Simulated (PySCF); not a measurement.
**Adding and removing an electron: LiCa**

r²SCAN; Li 6-31G(d,p), Ca 6-31G(d,p); no relativity (PySCF 2.14). Neutral (UKS): doublet (σ ↑), Re = 3.436 Å, ωe = 197 cm⁻¹, De = 0.45 eV, HOMO -2.94 eV, LUMO -1.89 eV.

LiCa⁺ (UKS): singlet (closed shell), Re = 3.279 Å, ωe = 244 cm⁻¹, De = 1.23 eV to Li⁺ + Ca. The energies at the minima are -684.96157 hartree for LiCa and -684.79283 for LiCa⁺.

(1) Work out the adiabatic ionisation energy, without and with harmonic zero-point energies (1 hartree = 27.2114 eV, 1 eV = 8065.5 cm⁻¹), and the change of the bond length.

Closed-shell solutions of metal pairs were not tested for spin polarisation, which can lower them a little. Weak bonds: LiCa. Basis-set superposition, not corrected here, can be much of De in a small basis, most of all at correlated wavefunction levels. For an ion De counts to the pair picked by the measured ionisation energies or electron affinities, which need not be the lowest pair at this level. States were picked by a PBE0 search and need not be the measured ground states.

Answers

(1) At r²SCAN: 0.16874 hartree = 4.592 eV between the minima; the zero-point term (244.0 − 197.0)/2 cm⁻¹ = +0.003 eV makes it 4.595 eV. Re changes by -15.7 pm against the neutral. The electron leaves a σ orbital, and the shorter bond of the ion fits an antibonding orbital, or a change in how ionic the bond is.
